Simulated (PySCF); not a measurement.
# Vibration and rotation of CuN⁺

revPBE constants of CuN⁺, ⁴Σ⁻ (quartet), unpaired electrons σ ↑, π ↑↑ (Cu def2-TZVPPD, N def2-TZVPPD; no relativity (PySCF 2.14); masses 62.9296 and 14.0031 u):

| Property | Result |
| --- | --- |
| ωe | 502.5 cm⁻¹ |
| ωexe | 6.7 cm⁻¹ |
| Be | 0.44648 cm⁻¹ |
| αe | 0.00695 cm⁻¹ |
| D (centrifugal) | 1.41e-06 cm⁻¹ |
| De to Cu⁺ (3d10) + N | 1.19 eV |

Give the vibrational terms G(v) and spacings up to v = 6.

G(v) = ωe(v+½) − ωexe(v+½)².

```csv
v,G(v) (cm⁻¹),G(v) − G(v−1),Bv (cm⁻¹)
0,249.6,,0.4430
1,738.7,489.1,0.4361
2,1214.4,475.7,0.4291
3,1676.7,462.3,0.4222
4,2125.6,448.9,0.4152
5,2561.1,435.5,0.4083
6,2983.2,422.1,0.4013
```

How well does the Morse estimate ωe²/(4ωexe) reproduce De, and what is D0?

It gives 1.17 eV, 98 % of the computed De. D0 = De − G(0) = 1.19 − 0.03 = 1.16 eV.

For an ion De counts to the pair picked by the measured ionisation energies or electron affinities, which need not be the lowest pair at this level. The state is the lowest single determinant that the PBE0 search found; with open d or f shells the true ground state can be another one.
